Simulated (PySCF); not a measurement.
# Exercise with solution: oscillator strength and radiative lifetime

BrFH₄N₂Si, SMILES N[Si](N)(F)Br.

The structure is a stationary point at ωB97X-D3(BJ)/def2-SVP. The structure was generated by enumeration, and PubChem lists no compound with its InChIKey, so it may never have been made. The values are those of a single conformer.

TDDFT-PBE/def2-SVPD (PySCF 2.14.0) puts the first singlet state with f over 0.02 at 5.95 eV (vertical), with the transition dipole (-0.148, -0.339, 0.330) in atomic units.

Find the oscillator strength, the wavelength and the radiative lifetime that this transition would have in vacuum if emission retraced absorption.


|μ|² = 0.2457 au, so |μ| = 1.26 D. ΔE = 5.95/27.211 = 0.2187 hartree. f = (2/3) ΔE |μ|² = 0.036 (the program prints 0.036).
λ = 1239.84/5.95 = 208 nm; ν = 47990 cm⁻¹.
Einstein's coefficient A = 0.6670 ν² f s⁻¹ (ν in cm⁻¹) = 5.5e7 s⁻¹, so τ = 1/A = 18 ns. This state is S1. The figure is the radiative limit of this one transition; relaxation, internal conversion, crossing to triplets and a medium change what is measured.
